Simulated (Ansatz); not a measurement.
Relaxation of Cl2FHOZr (6 atoms, charge 0, multiplicity 1), to a largest force component of 0.02 eV/Å in at most 40 steps.

These are results of RKS PBE/def2-SVP (Ansatz 0.2.0), not measurements.

```xyz
6
Properties=species:S:1:pos:R:3:forces:R:3
Zr 0.000 0.000 0.000 -0.06 -0.30 -0.29
F 0.000 0.000 1.980 -0.07 -0.07 -2.02
Cl 2.376 0.000 -0.839 -1.83 -0.02 0.64
Cl -1.187 2.056 -0.839 0.88 -1.57 0.65
O -0.975 -1.689 -0.689 0.63 1.60 2.15
H -1.430 -2.155 0.083 0.46 0.35 -1.13
```

**Question.** Where does it end, and by what steps?

**Answer.** The forces met the threshold. After 8 steps the energy has fallen by 0.801 eV; H6 moved furthest, 0.58 Å.

| step | energy less start (eV) | largest force component (eV/Å) | accepted |
| --- | --- | --- | --- |
| 0 | 0.0000 | 2.152 | yes |
| 1 | -0.5958 | 1.043 | yes |
| 2 | -0.6899 | 0.568 | yes |
| 3 | -0.7152 | 0.348 | yes |
| 4 | -0.7356 | 1.111 | yes |
| 5 | -0.7950 | 0.312 | yes |
| 6 | -0.7990 | 0.345 | yes |
| 7 | -0.7996 | 0.394 | yes |
| 8 | -0.8014 | 0.011 | yes |

```xyz
6
Properties=species:S:1:pos:R:3
Zr 0.011 0.052 0.094
F 0.149 0.264 1.984
Cl 2.176 -0.107 -0.835
Cl -1.148 1.899 -0.815
O -0.954 -1.543 -0.273
H -1.449 -2.353 -0.460
```

Whether the end is a true minimum wasn't checked by a vibrational analysis.

The run took 40 s on 1 thread of Arm Neoverse V2, on a shared host, peak memory 0.15 GiB.
